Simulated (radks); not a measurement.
A nucleus of charge 3.9 with 3 electrons, configuration [He] 2s1. All-electron calculation, scalar-relativistic Kohn-Sham, PBEsol, spin-polarised, spherical densities, finite nucleus; open shells are filled with parallel spins first; Fermi nuclear charge, rms radius 2.444 fm. Program: a radial shooting solver on a logarithmic mesh with Libxc functionals.

Radial electron density D(r) = 4 pi r^2 rho(r):

```
   r/bohr * D(r) (the largest magnitude, 3.8, reaches the edge; | marks zero)
  0.02916 |   *
   0.0359 |     *
  0.04384 |       *
  0.05398 |          *
  0.06593 |              *
  0.08118 |                    *
  0.09915 |                          *
   0.1221 |                                 *
   0.1491 |                                        *
   0.1836 |                                               *
   0.2242 |                                                    *
   0.2761 |                                                      *
   0.3372 |                                                    *
   0.4151 |                                            *
   0.5071 |                                  *
   0.6243 |                       *
   0.7625 |             *
   0.9388 |       *
    1.156 |    *
    1.412 |     *
    1.738 |      *
    2.123 |      *
    2.614 |    *
    3.193 |  *
    3.931 |*
    4.801 *
    5.911 *
     7.22 *
```

D(r) has 2 maxima, at r = 0.272, 1.93 bohr, and minima at 1.23 bohr, inside which lie 2.06 electrons.
